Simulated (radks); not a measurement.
Values are calculated unless marked as measured or tabulated.
Valence configurations of W III (all share [Xe]). Code: a radial shooting solver on a logarithmic mesh with Libxc functionals. Model: scalar-relativistic Kohn-Sham, SCAN, spin-polarised, spherical densities, finite nucleus; open shells are filled with parallel spins first (spin-orbit coupling, left out, can overturn this in heavy ions); meta-GGA in the generalised Kohn-Sham scheme; Fermi nuclear charge, rms radius 5.3658 fm. Energies are relative to 4f14 5d4; eigenvalues in eV for spin up.

| valence | E (eV) | moment (Bohr magnetons) | e(4f) | e(5d) | e(6p) | e(6s) |
|---|---|---|---|---|---|---|
| 4f14 5d4 | 0.000 | 4 | -49.687 | -21.095 | - | - |
| 4f14 5d3.5 6s0.5 | 0.484 | 4 | -51.417 | -22.141 | - | -21.246 |
| 4f14 5d3 6p1 | 8.523 | 4 | -54.474 | -24.328 | -15.252 | - |
| 4f14 5d2 6p2 | 18.267 | 4 | -59.264 | -27.446 | -16.863 | - |
| 4f13 5d4 6s1 | 33.797 | 6 | -63.204 | -25.046 | - | -22.427 |
| 4f14 5d2.5 6s1.5 | 3.288 | 3 | -54.839 | -24.068 | - | -22.502 |
| 4f12 5d4 6p2 | 94.459 | 8 | -80.337 | -31.885 | -17.693 | - |
| 4f13 5d4 6p1 | 41.507 | 6 | -64.575 | -26.375 | -15.621 | - |
| 4f14 5d3 6s1 | 0.933 | 4 | -53.091 | -23.105 | - | -22.034 |

NIST lists [Xe] 4f14 5d4 as the ground configuration; this level of theory agrees among the configurations tried. The energies are those of spherical high-spin densities, not of single terms. No valid solution was reached for [Xe] 4f14 5d2 6s2.
